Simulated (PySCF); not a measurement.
# Structure from NMR data

An unknown has the formula C$_{4}$H$_{7}$ClO$_{3}$Si. Its calculated NMR data are:

¹H NMR (600 MHz, computed): δ 7.63 (m, 1H), 6.09 (br s, 1H), 5.87 (d, 1H), 5.12 (m, 1H), 4.72 (m, 1H), 3.97 (m, 1H), 2.12 (br s, 1H).

¹³C{¹H} NMR (computed): δ 170.4 (C), 162.3 (CH), 121.8 (CH), 56.5 (CH).

Computed data (PySCF): GIAO PBE0/pcSseg-1 shieldings, structure optimised with GFN2-xTB. Single conformer, no solvent model, non-relativistic.

Chemical shifts δ = σref − σ; TMS for ¹H and ¹³C, all at this level.

**Question.** Deduce the structure.

**Answer.** 
- Rings plus π bonds: 2 (no ring in the answer).
- 4 carbon signals for 4 carbons: no two carbons are equivalent.
- Carbon types of the structure: 1 × C, 3 × CH, leaving 4 H on heteroatoms.
- δC 170.4: carboxylic acid carbon; it is a carbonyl in resonance with an O or N lone pair, the region of acids, esters and amides.
- δC 162.3: β carbon of a C=C–C=O unit; conjugation with the carbonyl draws π density from the β position.
- δC 121.8: α carbon of a C=C–C=O unit; the olefinic region.
- δH 7.63: hydrogen on a β carbon of a C=C–C=O unit; olefinic region.
- δH 6.09: hydrogen on an acid hydroxyl oxygen; exchangeable; this is the value without hydrogen bonding to other molecules.
- δH 5.87: hydrogen on an α carbon of a C=C–C=O unit; a vinylic proton, deshielded by the sp2 carbon and the C=C anisotropy.
- δH 3.97: hydrogen on an allylic sp3 CH bonded to Cl and Si; its carbon carries Cl, hence the downfield position.

Structure: SMILES O=C(O)/C=C/[C@H](Cl)[SiH2]O.

The shifts were computed for this structure.

The OH or NH signal is concentration- and solvent-dependent in practice; the value given is the gas-phase one. Carbons that carry Cl, above all several Cl atoms, come out too deshielded, partly because spin–orbit coupling is missing. Shifts are as computed. Against solution values, carbons near 30 ppm lie about +3 ppm off and those near 130 ppm about +5 ppm; carbons on Cl a further +6 ppm. Of 1211 compounds with measured shifts, 218 miss one by over three times the rms of a fit or turn the order of signals round; such compounds aren't used in these exercises. The C=O carbon of an acid or of an amide with N–H lies up to 10 ppm further downfield in solution, through hydrogen bonding that the calculation lacks. No couplings were computed; multiplicities are counted from neighbouring protons, with m where these are inequivalent, close in shift, in a saturated or five-membered ring or joined by F or P, and br s for small geminal =CH2 splittings.
